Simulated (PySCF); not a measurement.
Be(F)(NMe2) (C2H6BeFN), SMILES C[N](C)[Be][F]. Geometry optimised at PBE0-D3(BJ)/def2-SVP. The structure was generated by enumeration; whether it is a known compound was not checked. Other conformers were not sampled.

Give the equilibrium geometry at PBE0-D3(BJ)/def2-SVP (PySCF confirms it by a frequency run) as a Z-matrix, and its point group. (Estimate from the structure and the level; the computed values follow.)

This is not unique; one that fits is point group C2v.
```
N
C 1 1.4411
H 2 1.1019 1 111.13
H 2 1.1084 3 107.23 1 -122.72
H 2 1.1084 3 107.23 4 -114.57
C 1 1.4411 2 113.22 3 180.00
H 6 1.1019 1 111.13 2 180.00
H 6 1.1084 7 107.23 1 -122.72
H 6 1.1084 7 107.23 8 -114.57
Be 1 1.4981 2 123.39 3 0.00
F 10 1.3925 2 152.29 3 0.00
```
